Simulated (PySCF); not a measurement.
## Structure from 2D NMR

Compound of formula C4H8F2OSi. Correlations simulated from computed shifts and the bond graph:

HSQC (one-bond C–H):
| δH | δC |
| --- | --- |
| 6.54 | 139.7 |
| 5.09 | 79.3 |
| 1.73 | 19.2 |

COSY cross peaks (H two or three bonds apart, from the bond graph; peaks can be absent where the dihedral angle is near 90°):
| δH | δH |
| --- | --- |
| 5.20 | 5.09 |

HMBC (two and three bonds, from the bond graph):
| δH | δC |
| --- | --- |
| 6.54 | 143.7, 19.2 |
| 5.20 | 143.7, 79.3 |
| 1.73 | 143.7, 139.7 |

Carbons without hydrogens: δ 143.7.

Level of theory: GFN2-xTB structure, shielding tensors at PBE0/pcSseg-1 (GIAO), in PySCF 2.14 (relativity neglected, one conformer, equivalent nuclei averaged, no solvent).

Chemical shifts δ = σref − σ; ¹H (σ = 31.72 ppm), ¹³C (σ = 186.93 ppm) against TMS, all at this level.

Exchangeable hydrogens are left out of these lists.

Problem. Work out the connectivity.

Solution. `C/C(=C/F)O[SiH2]CF`.

Mapped SMILES: `[CH3:1]/[C:2](=[CH:3]/[F:4])[O:5][SiH2:6][CH2:7][F:8]` (H(Xn): hydrogen on atom n).

δC 143.7 is C2, an alkene carbon bearing oxygen. δC 139.7 is C3, a β carbon of an enol-ether or enamine type C=C (δH 6.54). δC 79.3 is C7, an sp3 CH2 bonded to F and Si (δH 5.09). δC 19.2 is C1, an allylic methyl carbon (δH 1.73). HMBC from δH 6.54 reaches the proton-free carbon C2. HMBC from δH 5.20 reaches the proton-free carbon C2. HMBC from δH 1.73 reaches the proton-free carbon C2. COSY links 5.20–5.09.

This is the structure that produced the data.

Shifts are as computed. Against solution values, carbons near 30 ppm lie about +3 ppm off and those near 130 ppm about +5 ppm. Of 1211 compounds with measured shifts, 218 miss one by over three times the rms of a fit or turn the order of signals round; such compounds aren't used in these exercises.
